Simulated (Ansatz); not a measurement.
Two members of one family (Series (H2GaX)2), computed with Ansatz in the gas phase. The two geometries come from different levels. Binding counts from free atoms in the multiplicity of their measured ground term, without zero-point energy. A dash marks a value that wasn't run or was left out as unsound. The structures are stationary points that may keep the symmetry of their start.

First: (H2Ga-mu-F)2 (singlet, charge 0, PBE0-D4/def2-SVP geometry).

```tsv
atom	x (Å)	y (Å)	z (Å)
Ga1	0.076	-0.397	1.446
H2	0.129	0.832	2.395
H3	0.083	-1.939	1.642
F4	-1.233	0.000	0.065
Ga5	-0.076	0.397	-1.446
H6	-0.129	-0.829	-2.400
H7	-0.083	1.940	-1.636
F8	1.233	-0.005	-0.066
```

| level | HOMO (eV) | LUMO (eV) | gap (eV) | vertical IE (eV) | vertical triplet (eV) | binding per atom (eV) |
| --- | --- | --- | --- | --- | --- | --- |
| PBE-D4/def2-SVP | -7.33 | -1.44 | 5.89 | – | – | 2.94 |
| PBE-D4/def2-TZVP | -7.41 | -1.62 | 5.80 | 10.18 | 5.69 | 2.89 |
| revPBE-D4/def2-TZVP | -7.38 | -1.49 | 5.89 | – | – | 2.81 |
| r2SCAN-D4/def2-TZVP | -7.78 | -1.21 | 6.56 | 10.44 | 6.09 | 2.95 |
| LC-ωPBE/def2-TZVP | -11.53 | 1.28 | 12.81 | – | – | 2.93 |

Second: (H2Ga-mu-Cl)2 (singlet, charge 0, PBE-D4/def2-SVP geometry).

```tsv
atom	x (Å)	y (Å)	z (Å)
Ga1	0.523	-1.361	-0.862
H2	0.872	-2.571	0.064
H3	0.550	-1.128	-2.408
Cl4	-1.600	-0.545	-0.110
Ga5	-0.523	1.361	0.862
H6	-0.550	1.128	2.409
H7	-0.872	2.571	-0.066
Cl8	1.600	0.545	0.111
```

Question: What does the change do? Estimate second minus first.

Answer: 
```csv
level,Δ HOMO (eV),Δ LUMO (eV),Δ gap (eV),Δ vertical IE (eV),Δ vertical triplet (eV),Δ binding per atom (eV)
PBE-D4/def2-SVP,0.24,-0.26,-0.50,–,–,-0.38
PBE-D4/def2-TZVP,0.25,-0.17,-0.41,-0.45,-0.41,-0.35
revPBE-D4/def2-TZVP,0.24,-0.16,-0.40,–,–,-0.33
r2SCAN-D4/def2-TZVP,0.26,-0.23,-0.49,-0.45,-0.44,-0.35
LC-ωPBE/def2-TZVP,0.34,-0.20,-0.55,–,–,-0.39
```
